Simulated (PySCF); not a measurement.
PySCF input for C4H10Si2, SMILES C=C[Si@@H]1[SiH2]CC1, B3LYP/pcSseg-1. Geometry optimised at PBE0-D3(BJ)/def2-SVP. The structure was generated by enumeration; whether it is a known compound was not checked. Other conformers were not sampled.

```python
import numpy as np
from pyscf import gto, scf, dft
from pyscf.prop.nmr import rks as nmr

mol = gto.M(
    atom='''
    C     3.17400858    0.77950105   -0.11580759
    C     2.09295920    0.07609125   -0.47555329
    Si    0.36699833    0.45249864    0.12262571
    C    -1.05471180    0.54210272   -1.16284334
    C    -2.21479245    0.01438085   -0.27915697
    Si   -1.18942359   -1.12937432    0.86817717
    H     3.10269126    1.64393688    0.55430945
    H     4.17931112    0.52622536   -0.47126183
    H     2.23262665   -0.78109632   -1.14782096
    H     0.41147859    1.67896441    0.98303848
    H    -0.82675760   -0.18380827   -1.96316468
    H    -1.24743750    1.51111825   -1.65091347
    H    -3.05556050   -0.42795506   -0.83673629
    H    -2.62670605    0.83243023    0.33653697
    H    -1.65385159   -1.31788169    2.27807357
    H    -0.98662203   -2.47812945    0.24686549
    ''',
    basis='pcSseg-1',
    charge=0,
    spin=0,
    max_memory=1600,
    verbose=3,
)
mf = dft.RKS(mol, xc='b3lyp').density_fit(auxbasis='def2-universal-jkfit')
mf.grids.level = 3
mf.conv_tol = 1e-10
mf.max_cycle = 100
mf.kernel()
n = nmr.NMR(mf)
n.verbose = 2
n.max_cycle_cphf = 60
sigma = n.kernel()
print('atom   isotropic/ppm   span/ppm')
for i, s in enumerate(sigma):
    w = np.linalg.eigvalsh((s + s.T) / 2)
    print(f'{mol.atom_symbol(i):2s}{i + 1:3d} {w.mean():14.3f} {w[2] - w[0]:11.3f}')
```

It prints:

```
converged SCF energy = -737.398406585198
atom   isotropic/ppm   span/ppm
C   1         36.584     239.164
C   2         35.342     249.871
Si  3        349.331      85.934
C   4        162.358      42.159
C   5        170.530      33.331
Si  6        384.832     118.008
H   7         25.282       7.670
H   8         25.317       6.977
H   9         25.058       6.059
H  10         26.796       6.183
H  11         30.039       7.404
H  12         29.784      11.935
H  13         30.014      12.214
H  14         30.296       8.746
H  15         26.982       9.095
H  16         27.151       6.336
```

Self-consistency was reached.
